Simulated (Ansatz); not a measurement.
Gas-phase electronic energies from Ansatz, PBE0-D4/def2-TZVP geometries. CBS: MP2 limit from def2 TZ/QZ plus the TZ coupled-cluster correction, frozen cores. This one scheme is used for every species. DFT in def2-TZVPP. For Ge outer-core shells are correlated without core-valence functions, which leaves a few kJ/mol of doubt a bond. Scalar relativity is left out up to krypton. One conformer a species, not always the lowest.

`OCB[SiH3]` + `C[CH2][GeH]([F])[Cl]` → `C[CH2][GeH]([SiH3])[Cl]` + `OCBF`  (redistribution)

`OCB[SiH3]`:

```xyz
11

O     1.748   -1.544    0.871
C     1.035   -0.663    0.031
B    -0.294   -0.136    0.624
Si   -1.459    1.133   -0.424
H     2.552   -1.817    0.424
H     0.788   -1.125   -0.944
H     1.636    0.225   -0.247
H    -0.642   -0.482    1.716
H    -0.904    1.493   -1.760
H    -1.657    2.394    0.346
H    -2.803    0.521   -0.637
```

`C[CH2][GeH]([F])[Cl]`:

Cartesian coordinates in Å:
```
C -0.682 1.017 -0.822
C 0.340 0.634 0.239
Ge 0.512 -1.281 0.475
F 1.624 -1.567 1.777
Cl -1.365 -2.098 1.120
H -0.751 2.103 -0.918
H -1.677 0.644 -0.571
H -0.417 0.619 -1.805
H 1.336 1.013 -0.006
H 0.074 1.041 1.218
H 1.005 -2.124 -0.708
```

`C[CH2][GeH]([SiH3])[Cl]`:

```xyz
14

C     1.545    0.546    0.969
C     0.879    1.124   -0.270
Ge   -0.966    0.519   -0.513
Si   -1.255   -1.848   -0.540
Cl   -2.071    1.207    1.236
H     2.561    0.932    1.086
H     1.612   -0.544    0.921
H     0.988    0.802    1.873
H     1.426    0.855   -1.179
H     0.848    2.216   -0.229
H    -1.631    1.221   -1.714
H    -0.530   -2.430   -1.703
H    -2.700   -2.172   -0.650
H    -0.706   -2.427    0.712
```

`OCBF`:

```xyz
8

O     0.842   -1.322   -0.127
C     0.417   -0.121    0.479
B    -0.679    0.695   -0.263
F    -1.149    0.231   -1.416
H     0.364   -1.433   -0.953
H     1.281    0.547    0.637
H     0.049   -0.326    1.498
H    -1.127    1.728    0.146
```

```json
{"level": "ωB97X-V", "ΔE (eV)": "-1.13"}
{"level": "r2SCAN", "ΔE (eV)": "-1.16"}
{"level": "HF/def2-QZVPP", "ΔE (eV)": "-1.07"}
{"level": "MP2/def2-QZVPP", "ΔE (eV)": "-1.22"}
```

(1) What does CCSD(T)/CBS give? (Best estimate.)

Largest T1 diagnostic among the species: 0.012.

Results:

(1) Ansatz gave: -1.20 eV. The listed levels differ from it by 0.07, 0.04, 0.13, -0.02 eV.

The D4 term adds −0.05 eV with B3LYP and −0.03 eV with PBE0; it sums over pairs of atoms, weighted by their polarisabilities, and B3LYP, whose exchange is more repulsive, gets the larger term. In def2-TZVPP, CCSD(T) changes the Hartree–Fock value by −0.10 eV (the triples alone add −0.01 eV) and MP2 by −0.13 eV.

B3LYP here is the variant with VWN-RPA as its local correlation; programs differ in this.
